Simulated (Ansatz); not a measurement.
Start from `F[SiH](Cl)[O][GeH3]` and change one atom or group to get `F[SiH2]Cl`.

Ansatz, PBE0-D4/def2-TZVP geometries, multiplicity 1. Each molecule was computed in one conformer, which needn't be the lowest.

Scalar relativity is left out up to krypton.

```json
{"property": "ideal-gas entropy at 298 K and 1 bar (rigid rotor, harmonic PBE0-D4/def2-TZVP) / J/(mol·K)", "`F[SiH](Cl)[O][GeH3]`": "390"}
{"property": "HOMO energy (PBE/def2-TZVPP) / eV", "`F[SiH](Cl)[O][GeH3]`": "-7.72"}
{"property": "LUMO energy (ωB97M-V/def2-TZVPP) / eV", "`F[SiH](Cl)[O][GeH3]`": "1.64"}
{"property": "size of the dipole moment (ωB97M-V/def2-TZVPP) / D", "`F[SiH](Cl)[O][GeH3]`": "2.16"}
{"property": "HOMO–LUMO gap (ωB97M-V/def2-TZVPP) / eV", "`F[SiH](Cl)[O][GeH3]`": "13.17"}
{"property": "size of the dipole moment (B3LYP/def2-TZVPP) / D", "`F[SiH](Cl)[O][GeH3]`": "2.14"}
```

(1) What does the change do to each property? (Estimate.)

Answers

(1) Computed: 
| property | `F[SiH2]Cl` | shift |
| --- | --- | --- |
| ideal-gas entropy at 298 K and 1 bar (rigid rotor, harmonic PBE0-D4/def2-TZVP) / J/(mol·K) | 281 | -109 |
| HOMO energy (PBE/def2-TZVPP) / eV | -7.87 | -0.15 |
| LUMO energy (ωB97M-V/def2-TZVPP) / eV | 1.84 | 0.20 |
| size of the dipole moment (ωB97M-V/def2-TZVPP) / D | 1.29 | -0.87 |
| HOMO–LUMO gap (ωB97M-V/def2-TZVPP) / eV | 13.35 | 0.18 |
| size of the dipole moment (B3LYP/def2-TZVPP) / D | 1.32 | -0.82 |

The zero-point energy changes by -53.9 kJ/mol with -12 modes. Dipoles are sizes alone; their direction can turn. Modes under 60 cm⁻¹, often nearly free rotors, make the harmonic entropy too high.

B3LYP here is the variant with VWN-RPA as its local correlation; programs differ in this.
